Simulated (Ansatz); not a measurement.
The same path of CH5BFSSb (10 atoms, charge 0, multiplicity 1) was run twice with different band settings. The coordinate that changes most is the dihedral C4–B2–Sb3–H7.

Theory: Ansatz, RKS PBE-D4/def2-SVP.

Relaxed end points:

```xyz
10
Properties=species:S:1:pos:R:3
F 0.601 -2.119 0.191
B 0.218 -0.844 0.368
Sb 1.796 0.613 1.182
C -1.281 -0.449 0.142
S -0.978 0.024 -1.631
H 0.959 1.991 0.533
H 2.772 0.485 -0.242
H -1.977 -1.311 0.105
H -1.731 0.387 0.706
H -0.295 1.172 -1.352
```

```xyz
10
Properties=species:S:1:pos:R:3
F 0.472 -2.092 0.579
B 0.261 -0.792 0.308
Sb 2.120 0.549 0.201
C -1.204 -0.304 0.030
S -0.992 -0.450 -1.815
H 2.161 0.621 1.937
H 1.133 1.980 0.147
H -1.993 -1.033 0.305
H -1.510 0.721 0.303
H -0.365 0.749 -1.992
```

Common settings: spring 5.0 eV/Å²; optimiser quadratic models (default); start path through a guess of the saddle point; force threshold 0.03 eV/Å; iteration limit 60; end points relaxed.

| run | movable images | climbing image |
| --- | --- | --- |
| 1 | 5 | yes |
| 2 | 8 | no |

(1) What does each run give, and how far can it be trusted?

## Answers

(1) Run 1: converged after 15 iterations, highest image 0.055 eV above the first end. A vibrational analysis at the climbing image gives one clearly imaginary mode, 111i cm⁻¹: a first-order saddle point.
Run 2: converged after 15 iterations, highest image 0.055 eV above the first end. No image climbed, so the highest image needn't sit at the top of the path.
